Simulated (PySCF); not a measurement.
PySCF input file for Al(H)(NCO)(OH) (CH₂AlNO₂), SMILES O=C=[N][AlH][OH], KT2/pcSseg-1. Geometry: PBE0-D3(BJ)/def2-SVP. The values are those of a single conformer.

```python
import numpy as np
from pyscf import gto, scf, dft
from pyscf.prop.nmr import rks as nmr

mol = gto.M(
    atom='''
    Al   -0.52261151   -1.17773551    0.00000000
    H    -1.99819896   -1.69978039   -0.00000001
    N    -0.15823563    0.56435580    0.00000000
    C     0.04915086    1.74746982   -0.00000000
    O     0.25449945    2.89759312   -0.00000000
    O     0.73621428   -2.30827784   -0.00000000
    H     1.67918300   -2.13948973    0.00000000
    ''',
    basis='pcSseg-1',
    charge=0,
    spin=0,
    max_memory=1600,
    verbose=3,
)
mf = dft.RKS(mol, xc='kt2')
mf.grids.level = 3
mf.conv_tol = 1e-10
mf.max_cycle = 100
mf.kernel()
n = nmr.NMR(mf)
n.verbose = 2
n.max_cycle_cphf = 60
sigma = n.kernel()
print('atom   isotropic/ppm   span/ppm')
for i, s in enumerate(sigma):
    w = np.linalg.eigvalsh((s + s.T) / 2)
    print(f'{mol.atom_symbol(i):2s}{i + 1:3d} {w.mean():14.3f} {w[2] - w[0]:11.3f}')
```

Output:

```
converged SCF energy = -492.984628936517
atom   isotropic/ppm   span/ppm
Al  1        457.562      97.488
H   2         27.230       9.550
N   3        209.875     195.607
C   4         66.419     321.754
O   5        203.987     285.128
O   6        269.563     133.521
H   7         28.719      19.274
```

The calculation finished and met its thresholds.

Cost: very roughly 11 core-seconds.
